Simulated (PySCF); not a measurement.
B$_{2}$Cl$_{2}$H$_{2}$, BCl$_{2}$H$_{2}$Si (calculated)

All values are calculated (PySCF 2.14.0). Calculation on a computer-drawn molecule: the log of a Hartree-Fock and frozen-core CCSD(T) single point meant for a local Hartree-Fock minimum, with one planted fault or none, to be diagnosed. Offsets are logged minus clean, where the clean run is the same molecule without the fault. The reference is restricted for singlets and unrestricted otherwise, and also for a bond in bohr or an excited solution. Adding or removing an electron swaps singlet and doublet. The excited solution moves the top pair (singlet) or top alpha electron (doublet) to the lowest empty orbital. Highest occupied and lowest empty are orbital energies over both spins, largest force is the largest gradient component, triples share is (T) over the correlation energy, the T1 limit is 0.02 restricted and 0.045 unrestricted, electrons count all cores, a negative frequency is imaginary (commonest isotopes), and the dipole is about the centre of nuclear charge.

Common to all runs: meant charge 0; meant basis cc-pV(D+d)Z; logged SCF converged yes; possible faults no fault, one electron removed, one electron added, multiplicity raised by two, geometry at a saddle point, SCF held on an excited solution, minimal basis STO-3G, one bond length entered in bohr, all coordinates scaled.

```yaml
- entry: 1
  formula: B2Cl2H2
  logged_structure:
    atoms_angstrom:
      - [Cl, -0.704, 0.6268, -0.4692]
      - [B, 0.8087, 1.4701, -0.8185]
      - [B, 1.2497, 1.7388, -2.4402]
      - [Cl, 2.2987, 0.5696, -3.249]
      - [H, 1.4535, 1.8202, 0.1243]
      - [H, 0.9029, 2.6807, -3.0881]
  given:
    meant_multiplicity: 1
    logged_electrons: 46
    logged_basis_functions: 84
    logged_spin_squared: 2.0182
    "logged_highest_occupied [eV]": -7.1863
    "logged_lowest_empty [eV]": -2.2306
    "logged_largest_force [hartree/bohr]": 0.062498
    logged_T1_diagnostic: 0.053779
    logged_D1_diagnostic: 0.2954
    logged_triples_share: 0.033966
    logged_CC_converged: "yes"
    "logged_dipole_magnitude [debye]": 2.3323
    logged_SCF_stable_within_its_kind: "yes"
    "logged_energy_HF [hartree]": -969.43926
    "logged_energy_CCSD(T) [hartree]": -969.94288
    drawn_bonds_atom: [1, 2, 3, 2, 3]
    drawn_bonds_other_atom: [2, 3, 4, 5, 6]
    drawn_bonds_order: [1, 1, 1, 1, 1]
  results:
    planted_fault: "multiplicity raised by two"
    "HF_energy_offset_from_clean_run [kcal/mol]": 101.5
    "CCSD(T)_energy_offset_from_clean_run [kcal/mol]": 95.49
  notes: ["T1 above single-reference limit"]
- entry: 2
  formula: B2Cl2H2
  logged_structure:
    atoms_angstrom:
      - [Cl, -0.704, 0.6268, -0.4692]
      - [B, 0.8087, 1.4701, -0.8185]
      - [B, 1.2497, 1.7388, -2.4402]
      - [Cl, 2.2987, 0.5696, -3.249]
      - [H, 1.4535, 1.8202, 0.1243]
      - [H, 0.9029, 2.6807, -3.0881]
  given:
    meant_multiplicity: 1
    logged_electrons: 46
    logged_basis_functions: 84
    logged_spin_squared: 0.0
    "logged_highest_occupied [eV]": -11.123
    "logged_lowest_empty [eV]": 1.6865
    "logged_largest_force [hartree/bohr]": 1.3453e-05
    "logged_lowest_frequency [cm^-1]": 75.718
    logged_T1_diagnostic: 0.014659
    logged_D1_diagnostic: 0.044831
    logged_triples_share: 0.027316
    logged_CC_converged: "yes"
    "logged_dipole_magnitude [debye]": 1.2417
    logged_SCF_stable_within_its_kind: "yes"
    "logged_energy_HF [hartree]": -969.60101
    "logged_energy_CCSD(T) [hartree]": -970.09505
    drawn_bonds_atom: [1, 2, 3, 2, 3]
    drawn_bonds_other_atom: [2, 3, 4, 5, 6]
    drawn_bonds_order: [1, 1, 1, 1, 1]
  results:
    planted_fault: "no fault"
    "HF_energy_offset_from_clean_run [kcal/mol]": 0.0
    "CCSD(T)_energy_offset_from_clean_run [kcal/mol]": 0.0
- entry: 3
  formula: BCl2H2Si
  logged_structure:
    atoms_angstrom:
      - [Cl, -1.3388, 3.0365, 2.1244]
      - [B, -0.9219, 1.3998, 1.618]
      - [Si, -1.6706, 0.7036, -0.1071]
      - [Cl, -1.5614, -1.3599, -0.2999]
      - [H, -0.1323, 0.7991, 2.2779]
      - [H, -3.0311, 1.1326, -0.4814]
  given:
    meant_multiplicity: 2
    logged_electrons: 55
    logged_basis_functions: 34
    logged_spin_squared: 0.7609
    "logged_highest_occupied [eV]": -7.2582
    "logged_lowest_empty [eV]": 3.7451
    "logged_largest_force [hartree/bohr]": 0.027348
    logged_T1_diagnostic: 0.016657
    logged_D1_diagnostic: 0.085908
    logged_triples_share: 0.025752
    logged_CC_converged: "yes"
    "logged_dipole_magnitude [debye]": 1.5703
    logged_SCF_stable_within_its_kind: "yes"
    "logged_energy_HF [hartree]": -1220.34455
    "logged_energy_CCSD(T) [hartree]": -1220.44714
    drawn_bonds_atom: [1, 2, 3, 2, 3]
    drawn_bonds_other_atom: [2, 3, 4, 5, 6]
    drawn_bonds_order: [1, 1, 1, 1, 1]
  results:
    planted_fault: "minimal basis STO-3G"
    "HF_energy_offset_from_clean_run [kcal/mol]": 8468
    "CCSD(T)_energy_offset_from_clean_run [kcal/mol]": 8716
- entry: 4
  formula: BCl2H2Si
  logged_structure:
    atoms_angstrom:
      - [Cl, -1.3388, 3.0365, 2.1244]
      - [B, -0.9219, 1.3998, 1.618]
      - [Si, -1.6706, 0.7036, -0.1071]
      - [Cl, -1.5614, -1.3599, -0.2999]
      - [H, -0.1323, 0.7991, 2.2779]
      - [H, -3.0311, 1.1326, -0.4814]
  given:
    meant_multiplicity: 2
    logged_electrons: 55
    logged_basis_functions: 93
    logged_spin_squared: 0.7708
    "logged_highest_occupied [eV]": -9.0773
    "logged_lowest_empty [eV]": 0.22029
    "logged_largest_force [hartree/bohr]": 2.4385e-05
    "logged_lowest_frequency [cm^-1]": 82.612
    logged_T1_diagnostic: 0.018555
    logged_D1_diagnostic: 0.082712
    logged_triples_share: 0.027893
    logged_CC_converged: "yes"
    "logged_dipole_magnitude [debye]": 0.70554
    logged_SCF_stable_within_its_kind: "yes"
    "logged_energy_HF [hartree]": -1233.83877
    "logged_energy_CCSD(T) [hartree]": -1234.33641
    drawn_bonds_atom: [1, 2, 3, 2, 3]
    drawn_bonds_other_atom: [2, 3, 4, 5, 6]
    drawn_bonds_order: [1, 1, 1, 1, 1]
  results:
    planted_fault: "no fault"
    "HF_energy_offset_from_clean_run [kcal/mol]": 0.0
    "CCSD(T)_energy_offset_from_clean_run [kcal/mol]": 0.0
- entry: 5
  formula: BCl2H2Si
  logged_structure:
    atoms_angstrom:
      - [Cl, -1.3388, 3.0365, 2.1244]
      - [B, -0.9219, 1.3998, 1.618]
      - [Si, -1.6706, 0.7036, -0.1071]
      - [Cl, -1.5614, -1.3599, -0.2999]
      - [H, -0.1323, 0.7991, 2.2779]
      - [H, -3.0311, 1.1326, -0.4814]
  given:
    meant_multiplicity: 2
    logged_electrons: 55
    logged_basis_functions: 93
    logged_spin_squared: 0.9879
    "logged_highest_occupied [eV]": -5.701
    "logged_lowest_empty [eV]": -2.4784
    "logged_largest_force [hartree/bohr]": 0.044323
    "logged_dipole_magnitude [debye]": 3.4489
    logged_SCF_stable_within_its_kind: "no"
    "logged_energy_HF [hartree]": -1233.70493
    drawn_bonds_atom: [1, 2, 3, 2, 3]
    drawn_bonds_other_atom: [2, 3, 4, 5, 6]
    drawn_bonds_order: [1, 1, 1, 1, 1]
  results:
    planted_fault: "SCF held on an excited solution"
    "HF_energy_offset_from_clean_run [kcal/mol]": 83.99
  notes: ["coupled-cluster numbers left out as unreliable"]
- entry: 6
  formula: BCl2H2Si
  logged_structure:
    atoms_angstrom:
      - [Cl, -1.9936, 1.4505, 0.0]
      - [B, -1.0487, -0.0485, 0.0]
      - [Si, 0.8888, 0.0579, 0.0]
      - [Cl, 2.057, -1.6337, 0.0]
      - [H, -1.6258, -1.0899, 0.0]
      - [H, 1.7224, 1.2637, 0.0]
  given:
    meant_multiplicity: 2
    logged_electrons: 55
    logged_basis_functions: 93
    logged_spin_squared: 0.7633
    "logged_highest_occupied [eV]": -8.3464
    "logged_lowest_empty [eV]": 0.28896
    "logged_largest_force [hartree/bohr]": 4.4855e-05
    "logged_lowest_frequency [cm^-1]": -269.62
    logged_T1_diagnostic: 0.015846
    logged_D1_diagnostic: 0.060964
    logged_triples_share: 0.028342
    logged_CC_converged: "yes"
    "logged_dipole_magnitude [debye]": 0.72605
    logged_SCF_stable_within_its_kind: "yes"
    "logged_energy_HF [hartree]": -1233.8354
    "logged_energy_CCSD(T) [hartree]": -1234.3375
    drawn_bonds_atom: [1, 2, 3, 2, 3]
    drawn_bonds_other_atom: [2, 3, 4, 5, 6]
    drawn_bonds_order: [1, 1, 1, 1, 1]
  results:
    planted_fault: "geometry at a saddle point"
    "HF_energy_offset_from_clean_run [kcal/mol]": 2.115
    "CCSD(T)_energy_offset_from_clean_run [kcal/mol]": -0.6795
```
